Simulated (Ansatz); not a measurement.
Ansatz results at the PBE0-D4/def2-TZVP geometry: zero-point energy (PBE0-D4/def2-TZVP) 206.1 kJ/mol; HOMO energy (B3LYP/def2-TZVPP) -7.62 eV; HOMO energy (PBE/def2-TZVPP) -6.81 eV.

Each molecule was computed in one conformer, which needn't be the lowest.

**Question.** Which molecule gave them?
A. `C=N[SiH2]C`
B. `CC(N)=C=O`
C. `B[SiH2][SiH2][SiH3]`
D. `[Cl][Al]1[CH2][S]1`

**Answer.** C. The others give `C=N[SiH2]C`: 221.2, -6.87, -5.67; `CC(N)=C=O`: 206.0, -6.13, -5.09; `[Cl][Al]1[CH2][S]1`: 77.4, -6.89, -5.99.

B3LYP here is the variant with VWN-RPA as its local correlation; programs differ in this.
